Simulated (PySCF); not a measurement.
## Bonding in `C=CCCOC(C)(C)C`

C8H16O.
SMILES with atom numbers: `[CH2:1]=[CH:2][CH2:3][CH2:4][O:5][C:6]([CH3:7])([CH3:8])[CH3:9]` (hydrogens: H10, H11 on C1; H12 on C2; H13, H14 on C3; H15, H16 on C4; H17, H18, H19 on C7; H20, H21, H22 on C8; H23, H24, H25 on C9)

Geometry (GFN2-xTB, Å), atoms numbered from 1 in this order:
```xyz
25
C8H16O angstrom
C      3.7518    0.7365   -0.9134
C      2.6616    0.0095   -0.7614
C      2.1960   -0.5541    0.5423
C      0.8078   -0.0207    0.9128
O     -0.1270   -0.6025    0.0349
C     -1.4800   -0.1562    0.0968
C     -1.6176    1.2975   -0.3777
C     -2.0721   -0.3068    1.5042
C     -2.2147   -1.0856   -0.8749
H      4.4047    0.9605   -0.0847
H      4.0473    1.1328   -1.8700
H      2.0160   -0.2057   -1.6014
H      2.1214   -1.6411    0.4625
H      2.8977   -0.3027    1.3393
H      0.5845   -0.2936    1.9548
H      0.8051    1.0752    0.8325
H     -2.6683    1.5442   -0.5017
H     -1.1878    1.9915    0.3409
H     -1.1112    1.4241   -1.3318
H     -1.6320    0.4081    2.1960
H     -3.1434   -0.1307    1.4688
H     -1.8956   -1.3132    1.8775
H     -3.2711   -0.8370   -0.9177
H     -1.7830   -0.9898   -1.8674
H     -2.1011   -2.1163   -0.5503
```

Bond orders from the PBE0/pcSseg-1 density (PySCF). One conformer (not necessarily the lowest) at the GFN2-xTB geometry, without solvent, vibrations or thermal averaging.

Task: Where do the orders between heavy atoms depart from those drawn in the SMILES?

Result: The largest departure is 0.114, at O5–C6 (drawn single, 0.886).

Task: Give the Mayer order of every bond between heavy atoms, beside its length.

Result: 
```json
{"bond": "C1–C2", "drawn as": "double", "length (Å)": "1.319", "Mayer order": "1.982"}
{"bond": "C2–C3", "drawn as": "single", "length (Å)": "1.495", "Mayer order": "1.036"}
{"bond": "C3–C4", "drawn as": "single", "length (Å)": "1.533", "Mayer order": "1.046"}
{"bond": "C4–O5", "drawn as": "single", "length (Å)": "1.408", "Mayer order": "0.908"}
{"bond": "O5–C6", "drawn as": "single", "length (Å)": "1.426", "Mayer order": "0.886"}
{"bond": "C6–C7", "drawn as": "single", "length (Å)": "1.535", "Mayer order": "1.010"}
{"bond": "C6–C8", "drawn as": "single", "length (Å)": "1.534", "Mayer order": "1.011"}
{"bond": "C6–C9", "drawn as": "single", "length (Å)": "1.532", "Mayer order": "1.022"}
```

Bonds between the same two heavy elements. C–C: lowest C6–C7 and C6–C8 (1.010, 1.535 Å), highest C1–C2 (1.982, 1.319 Å). C–O: lowest O5–C6 (0.886, 1.426 Å), highest C4–O5 (0.908, 1.408 Å). Bonds named together lie within 0.004.

Task: And the bonds to hydrogen?

Result: C–H: 0.93 to 0.96 (16 bonds).

Task: Sum the orders of all bonds at each heavy atom with more than one neighbour and set the sums beside the valence in the SMILES.

Result: C1 3.892 (drawn 4), C2 3.975 (drawn 4), C3 3.967 (drawn 4), C4 3.828 (drawn 4), O5 1.794 (drawn 2), C6 3.929 (drawn 4), C7 3.885 (drawn 4), C8 3.886 (drawn 4), C9 3.910 (drawn 4). Orders between atoms that aren't bonded are not in these sums.

For a closed shell the Mayer order of atoms A and B is Σ (PS)μν (PS)νμ over the basis functions μ on A and ν on B, with P the density and S the overlap matrix.
